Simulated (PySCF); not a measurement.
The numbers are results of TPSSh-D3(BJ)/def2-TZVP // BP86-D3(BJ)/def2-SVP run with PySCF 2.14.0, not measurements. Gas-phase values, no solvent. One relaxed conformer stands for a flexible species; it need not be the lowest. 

Reference species: [Zn(NH2)2] (neutral, multiplicity 1).

```yaml
coordination_number: 2
HOMO: -6.09 eV
mean_distance_from_the_central_atom_to_its_bonded_neighbours: 1.829 Å
HOMO–LUMO gap: 5.35 eV
```

Changed species: [Zn(CH3)2] (2 of 2 NH2 replaced by CH3; the reference has 0 of 2 NH2 replaced by CH3).

Q: Predict the effect on the coordination number, HOMO, mean distance from the central atom to its bonded neighbours and HOMO–LUMO gap.

A: the coordination number stays essentially unchanged; the HOMO drops by 0.42 eV, to -6.51 eV; the mean distance from the central atom to its bonded neighbours rises by 0.119 Å, to 1.948 Å; the HOMO–LUMO gap goes up by 1.07 eV, to 6.42 eV.
